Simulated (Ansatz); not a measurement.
Reaction (atomization): `C1[SiH2][AlH][SiH2][SiH2]1` → Al• + C• + 9 H• + 3 Si•

Calculated with Ansatz (gas phase, PBE0-D4/def2-TZVP geometries, no zero-point term in ΔE). CBS: MP2 limit from def2 TZ/QZ plus the TZ coupled-cluster correction, frozen cores. This one scheme is used for every species, atoms too. Functionals use def2-TZVPP. Open shells (•) are unrestricted, without spin–orbit coupling. Spin–orbit coupling would lower the free atoms: a little for Al, C, Si.

`C1[SiH2][AlH][SiH2][SiH2]1`:

```xyz
14

C    -1.450   -0.063    0.453
Si   -0.797    1.668    0.044
Al    1.647    1.375   -0.019
Si    1.766   -1.073    0.073
Si   -0.496   -1.413   -0.456
H    -1.332   -0.230    1.530
H    -2.518   -0.136    0.231
H    -1.287    2.046   -1.318
H    -1.349    2.679    0.993
H     2.801    2.458   -0.149
H     2.712   -1.811   -0.809
H     1.987   -1.523    1.482
H    -0.660   -1.212   -1.927
H    -1.026   -2.767   -0.126
```

```tsv
level	ΔE (kJ/mol)	difference from CCSD(T)/CBS
PBE0-D4	4311.3	-24.2
ωB97M-V	4326.8	-8.7
PBE0	4275.4	-60.1
HF/def2-TZVPP	3284.5	-1051.0
MP2/def2-TZVPP	4203.9	-131.6
CCSD/def2-TZVPP	4177.4	-158.1
HF/def2-QZVPP	3290.2	-1045.3
MP2/def2-QZVPP	4268.9	-66.6
SCS-MP2/def2-QZVPP	4306.5	-29.0
MP2/CBS(def2)	4313.8	-21.7
CCSD(T)/CBS	4335.5	0
```

Largest T1 diagnostic among the species: 0.018.

In def2-TZVPP, CCSD(T) changes the Hartree–Fock value by +941.0 kJ/mol (the triples alone add +48.2 kJ/mol) and MP2 by +919.4 kJ/mol; breaking electron pairs costs correlation energy, which Hartree–Fock lacks. The D4 term adds +67.8 kJ/mol with B3LYP and +35.9 kJ/mol with PBE0; it sums over pairs of atoms, weighted by their polarisabilities, and B3LYP, whose exchange is more repulsive, gets the larger term.

B3LYP here is the variant with VWN-RPA as its local correlation; programs differ in this.

For atomizations the MP2-based limit and the directly extrapolated one differ by several kJ/mol either way, and by 10 to 25 for some Ge, Se and Sn compounds, so smaller differences from it don't rank the levels.
